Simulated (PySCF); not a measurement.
Ranking problems on computed properties.

Species are written as SMILES; each is one conformer at its optimised geometry, gas phase (atoms past krypton carry core potentials, spin–orbit coupling is left out); the electronic structure was computed with PySCF and density fitting.

Dipoles, sizes and rotational constants follow the conformer. The torsions of the flexible species, by atom-mapped SMILES:
- `[CH3:1][CH2:2][CH2:3][CH2:4][CH2:5][SiH2:6][SiH3:7]`: C1–C2–C3–C4 180°, C2–C3–C4–C5 180°, C3–C4–C5–Si6 180°, C4–C5–Si6–Si7 -56°
- `[CH3:1][CH2:2][CH2:3][SiH2:4][CH2:5][CH2:6][SiH3:7]`: C1–C2–C3–Si4 -179°, C2–C3–Si4–C5 180°, C3–Si4–C5–C6 171°, Si4–C5–C6–Si7 64°
- `[CH3:1][c:2]1[cH:3][se:4][c:5]([C:6]([F:7])([F:8])[F:9])[cH:10]1`: Se4–C5–C6–F7 112°
- `[CH3:1][CH2:2][C@H:3]([CH3:4])[SiH2:5][CH2:6][SiH3:7]`: C1–C2–C3–C4 -63°, C2–C3–Si5–C6 51°, C3–Si5–C6–Si7 58°
- `[F:1][CH2:2][C@@H:3]1[O:4][C@@H:5]1[F:6]`: F1–C2–C3–O4 174°
- `[CH3:1][O:2][C:3](=[O:4])[SiH2:5][S:6][CH3:7]`: C1–O2–C3–O4 0°, O2–C3–Si5–S6 122°, C3–Si5–S6–C7 62°
- `[CH3:1][S:2][SiH2:3][O:4][C:5]([CH3:6])=[O:7]`: C1–S2–Si3–O4 177°, S2–Si3–O4–C5 -179°, Si3–O4–C5–C6 180°

Question: Rank by static isotropic polarisability, highest first (wB97X-D/def2-SVPD at PBE0-D3(BJ)/def2-SVP geometries).
A. `[CH3][Re](=[O])(=[O])=[O]`
B. `C(CCC)C[SiH2][SiH3]`
C. `Cc1c[se]c(C(F)(F)F)c1`
D. `[C@H](CC)([SiH2]C[SiH3])C`
E. `CCC[SiH2]CC[SiH3]`

Answer: B (122.2 au), E (117.8 au), D (115.6 au), C (95.8 au), A (58.3 au).

Question: Rank by HOMO–LUMO gap, highest first (wB97X-D/def2-SVPD at PBE0-D3(BJ)/def2-SVP geometries).
A. `CCC[SiH2]CC[SiH3]`
B. `Cc1c[se]c(C(F)(F)F)c1`
C. `[CH3][Re](=[O])(=[O])=[O]`
D. `CC[C@H](C)[SiH2]C[SiH3]`

Answer: A (11.98 eV), D (11.65 eV), C (10.45 eV), B (9.31 eV).

Question: Rank by vertical ionisation energy, lowest first (ΔSCF wB97X-D/def2-SVPD at PBE0-D3(BJ)/def2-SVP geometries).
A. `C([SiH3])[SiH2][C@H](CC)C`
B. `CCCCC[SiH2][SiH3]`
C. `[CH3][Re](=[O])(=[O])=[O]`
D. `CCC[SiH2]CC[SiH3]`

Answer: A (9.77 eV), B (9.87 eV), D (10.01 eV), C (12.08 eV).

By how much do the two ends of that ranking differ?

By 2.31 eV, between `[CH3][Re](=[O])(=[O])=[O]` and `CC[C@H](C)[SiH2]C[SiH3]`.

Question: Rank by lowest singlet excitation, lowest first (TDDFT wB97X-D/def2-SVPD at PBE0-D3(BJ)/def2-SVP geometries).
A. `CCCCC[SiH2][SiH3]`
B. `[CH3][Re](=[O])(=[O])=[O]`
C. `CCC[SiH2]CC[SiH3]`
D. `CC1=C[Se]C(C(F)(F)F)=C1`

Answer: B (4.68 eV), D (5.15 eV), A (7.17 eV), C (7.78 eV).

By how much do the two ends of that ranking differ?

By 3.10 eV, between `CCC[SiH2]CC[SiH3]` and `[CH3][Re](=[O])(=[O])=[O]`.

Question: Rank by smallest rotational constant, lowest first (PBE0-D3(BJ)/def2-SVP).
A. `CCC[SiH2]CC[SiH3]`
B. `CS[SiH2]OC(C)=O`
C. `FC[C@@H]1O[C@@H]1F`
D. `COC(=O)[SiH2]SC`
E. `Cc1c[se]c(C(F)(F)F)c1`
F. `[CH3][Re](=[O])(=[O])=[O]`

Answer: A (0.492 GHz), E (0.543 GHz), B (0.706 GHz), D (0.840 GHz), C (2.078 GHz), F (3.484 GHz).

By how much do the two ends of that ranking differ?

By 2.992 GHz, between `[CH3][Re](=[O])(=[O])=[O]` and `CCC[SiH2]CC[SiH3]`.

Question: Rank by dipole moment, highest first (wB97X-D/def2-SVPD at PBE0-D3(BJ)/def2-SVP geometries).
A. `C(CC[SiH2][SiH3])CC`
B. `[CH3][Re](=[O])(=[O])=[O]`
C. `CC[C@H](C)[SiH2]C[SiH3]`
D. `CCC[SiH2]CC[SiH3]`

Answer: B (3.28 D), D (1.40 D), A (1.04 D), C (0.73 D).
